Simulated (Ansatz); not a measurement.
Ansatz (an electronic-structure program) input:

Ansatz 0.2 input:
```yaml
crystal:
  periodic: [false, false, false]
  atoms:
    - {symbol: Zn, position_ang: [-0.00000000, -0.00000000, -0.74981373]}
    - {symbol: Cl, position_ang: [0.00000000, 0.00000000, 1.32320071]}
basis:
  gaussian:
    orbitals: def2-SVP
hamiltonian:
  xc: {name: PBE0}
total_charge: 1
```

Task: Which total energy does the run end on?

Result: -2238.48840 Eh (PBE0/def2-SVP). The basis has 49 functions.
